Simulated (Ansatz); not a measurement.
Ansatz results at the PBE0-D4/def2-TZVP geometry: ideal-gas entropy at 298 K and 1 bar (rigid rotor, harmonic PBE0-D4/def2-TZVP) 277 J/(mol·K); LUMO energy (B3LYP/def2-TZVPP) 0.20 eV; HOMO–LUMO gap (ωB97M-V/def2-TZVPP) 11.42 eV.

Each molecule was computed in one conformer, which needn't be the lowest.

Problem. Which molecule gave them?
A. `CB(O)F`
B. `NBS`
C. `CNB(F)F`
D. `O=C=NBF`

Solution. B. The others give `CB(O)F`: 295, 0.37, 14.29; `CNB(F)F`: 312, 0.41, 12.20; `O=C=NBF`: 301, -1.52, 12.33.

B3LYP here is the variant with VWN-RPA as its local correlation; programs differ in this.
